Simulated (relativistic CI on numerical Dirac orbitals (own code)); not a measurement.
**Sensitivity of the levels of Cu XIV to α and to the nuclear radius**

These numbers are calculated, not measured: Dirac-Coulomb-Breit CI, separate exchange-only KLI orbitals for each configuration, derivatives by finite differences, unscaled Slater integrals, QED left out (own radial code, finite nucleus).

CI space (outside the closed core [Ne]): 3s²3p⁴, 3s3p⁵, 3s²3p³3d, 3p⁶, 3s3p⁴3d, 3p⁵3d, 3p⁴3d², 3p³3d³. Double excitations out of closed p, d and f shells are left out; levels of such configurations are missing from the list, as are those of other unlisted configurations, and high levels can miss mixing partners.

With x = (α/α₀)² − 1 an excitation energy changes as ω = ω₀ + qx; K = 2q/ω₀ is the relative enhancement. Terms are leading LS components, so labels can repeat. The field-shift factor is F = δν/δ⟨r²⟩ for the transition from the lowest level.

Lowest level 3s²3p⁴ ³P2.

| Level | ω₀ (cm⁻¹) | q (cm⁻¹) | K | F (GHz/fm²) |
| --- | --- | --- | --- | --- |
| 3s²3p⁴ ³P1 | 23601 | 26830 | 2.27 | -0.106 |
| 3s²3p⁴ ³P0 | 24683 | 18790 | 1.52 | -0.107 |
| 3s²3p⁴ ¹D2 | 55787 | 23180 | 0.831 | -0.0657 |
| 3s²3p⁴ ¹S0 | 121526 | 35670 | 0.587 | -0.697 |
| 3s3p⁵ ³P°2 | 361142 | 32670 | 0.181 | -21.2 |
| 3s3p⁵ ³P°1 | 377627 | 46980 | 0.249 | -21 |
| 3s3p⁵ ³P°0 | 389170 | 61040 | 0.314 | -21 |
| 3s3p⁵ ¹P°1 | 459422 | 43550 | 0.19 | -15.7 |
| 3s²3p³3d ⁵D°0 | 485649 | 22650 | 0.0933 | 0.656 |
| 3s²3p³3d ⁵D°1 | 486062 | 23270 | 0.0957 | 0.69 |
| 3s²3p³3d ⁵D°2 | 486200 | 22140 | 0.0911 | 0.756 |
| 3s²3p³3d ⁵D°3 | 486577 | 21380 | 0.0879 | 0.802 |
| 3s²3p³3d ⁵D°4 | 488738 | 24420 | 0.0999 | 0.809 |
| 3s²3p³3d ³D°2 | 518221 | 10700 | 0.0413 | 0.756 |
| 3s²3p³3d ³D°3 | 526427 | 25970 | 0.0987 | 0.775 |
| 3s²3p³3d ³D°1 | 530384 | 30000 | 0.113 | 0.772 |
| 3s²3p³3d ³F°2 | 534463 | 27770 | 0.104 | 0.722 |
| 3s²3p³3d ³F°3 | 539021 | 30200 | 0.112 | 0.728 |
| 3s²3p³3d ³F°4 | 546118 | 34560 | 0.127 | 0.711 |
| 3s²3p³3d ¹S°0 | 546435 | 25190 | 0.0922 | 0.803 |
| 3s²3p³3d ³G°3 | 564391 | 20360 | 0.0721 | 0.854 |
| 3s²3p³3d ³G°4 | 568382 | 26480 | 0.0932 | 0.858 |
| 3s²3p³3d ³G°5 | 573004 | 32970 | 0.115 | 0.856 |

At this charge energies of transitions that change n are usually good to better than 1 %, and those within a shell (Δn = 0) to a few per cent.
